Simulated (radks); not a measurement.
The numbers below are computed, except where a source is named.
V2+, 21 electrons, occupied as [Ar] 3d(up 2.5, down 0.5) (fractional occupations, a model configuration). Code: a radial shooting solver on a logarithmic mesh with Libxc functionals. Model: scalar-relativistic Kohn-Sham, PBE, spin-polarised, spherical densities, finite nucleus; Fermi nuclear charge, rms radius 3.6002 fm.

Radial electron density D(r) = 4 pi r^2 rho(r):

```
   r/bohr * D(r) (the largest magnitude, 29.3, reaches the edge; | marks zero)
 0.003585 | *
 0.004557 |  *
 0.005839 |    *
 0.007483 |       *
 0.009589 |           *
  0.01219 |                *
  0.01562 |                       *
  0.02002 |                               *
  0.02565 |                                       *
  0.03261 |                                              *
  0.04179 |                                                  *
  0.05355 |                                                  *
  0.06862 |                                             *
  0.08724 |                                       *
   0.1118 |                                      *
   0.1433 |                                            *
   0.1836 |                                                    *
   0.2334 |                                                      *
   0.2991 |                                           *
   0.3832 |                          *
   0.4911 |                 *
   0.6293 |                  *
      0.8 |                     *
    1.025 |                  *
    1.314 |           *
    1.684 |    *
     2.14 | *
    2.743 |*
    3.514 *
    4.504 *
```

D(r) has 3 maxima, at r = 0.0460, 0.215, 0.826 bohr, and minima at 0.103, 0.532 bohr, inside which lie 2.13, 10.50 electrons.
